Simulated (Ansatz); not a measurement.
The same path of BFH2Se (5 atoms, charge 0, multiplicity 1) was run twice with different band settings. Lost on the way: B2–H4, Se3–H5. Made: Se3–H4.

Theory: UKS PBE0/def2-SVP in Ansatz 0.2.0.

Relaxed end points:

```xyz
5
Properties=species:S:1:pos:R:3
F -0.264 -1.628 0.834
B -0.271 -0.534 0.094
Se 1.104 0.788 0.410
H -1.123 -0.391 -0.746
H 0.603 1.691 -0.634
```

```xyz
5
Properties=species:S:1:pos:R:3
F 0.576 -1.511 1.413
B -0.355 -1.335 0.514
Se -0.509 0.295 -0.521
H -1.680 -0.196 -1.259
H 2.017 2.674 -0.189
```

Common settings: spring 5.0 eV/Å²; optimiser quadratic models (default); start path through a guess of the saddle point; force threshold 0.03 eV/Å; iteration limit 60; end points relaxed.

| run | movable images | climbing image |
| --- | --- | --- |
| 1 | 9 | yes |
| 2 | 6 | no |

Problem. What does each run give, and how far can it be trusted?

Solution. Run 1: converged after 18 iterations, highest image 4.706 eV above the first end. The profile has 2 maxima (images 2, 8) with wells between them (image 5): this band takes more than one step, which may be the mechanism or a detour left from its start path. Neighbouring images differ by up to 2.4 eV, so the band resolves the path poorly. A vibrational analysis at the climbing image gives one clearly imaginary mode, 360i cm⁻¹: a first-order saddle point.
Run 2: converged after 59 iterations, highest image 4.887 eV above the first end. The profile has 2 maxima (images 1, 4) with wells between them (image 2): this band takes more than one step, which may be the mechanism or a detour left from its start path. Neighbouring images differ by up to 4.3 eV, so the band resolves the path poorly. No image climbed, so the highest image needn't sit at the top of the path.
